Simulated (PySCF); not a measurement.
SMILES O=Cc1cccc([SeH])c1 (C7H6OSe), singlet, GFN2-xTB optimised geometry.

```
15

O     -1.37    -2.86    -0.01
C     -1.88    -1.77     0.00
C     -1.16    -0.49     0.00
C     -1.86     0.72     0.00
C     -1.17     1.92     0.00
C      0.22     1.92     0.00
C      0.92     0.71     0.00
Se     2.83     0.77     0.00
C      0.23    -0.49     0.00
H     -2.99    -1.66     0.00
H     -2.94     0.72     0.00
H     -1.70     2.86     0.00
H      0.76     2.85     0.00
H      2.99    -0.67     0.00
H      0.74    -1.44     0.00
```

Density from CAM-B3LYP/def2-TZVP run with PySCF at that geometry.

Minimum of the electron density along straight lines between bonded atoms, close to the bond critical point (lines longer than 1.1 times the sum of covalent radii, or with two minima, are not listed):

```tsv
bond	length / Å	ρ at the minimum / e bohr⁻³	∇²ρ there / e bohr⁻⁵	position (fraction from the first atom)
O1–C2	1.204	…	…	0.66
C2–C3	1.470	0.285	…	0.51
C3–C4	1.394	0.319	-0.95	0.50
C4–C5	1.383	0.326	-0.99	0.50
C5–C6	1.384	0.324	-0.98	0.50
C6–C7	1.392	0.320	-0.95	0.49
C7–Se8	1.914	0.161	-0.19	0.50
C3–C9	1.393	0.319	-0.95	0.50
C7–C9	1.384	0.324	-0.97	0.51
C2–H10	1.108	0.280	-1.00	0.65
C4–H11	1.080	0.289	-1.04	0.65
C5–H12	1.080	0.290	-1.05	0.65
C6–H13	1.082	0.289	-1.04	0.65
Se8–H14	1.445	0.186	-0.35	0.63
C9–H15	1.082	0.290	-1.06	0.65
```

### Question
What belongs in the gaps?

### Answer

- O1–C2, ρ at the minimum / e bohr⁻³: 0.429
- O1–C2, ∇²ρ there / e bohr⁻⁵: -0.13
- C2–C3, ∇²ρ there / e bohr⁻⁵: -0.82
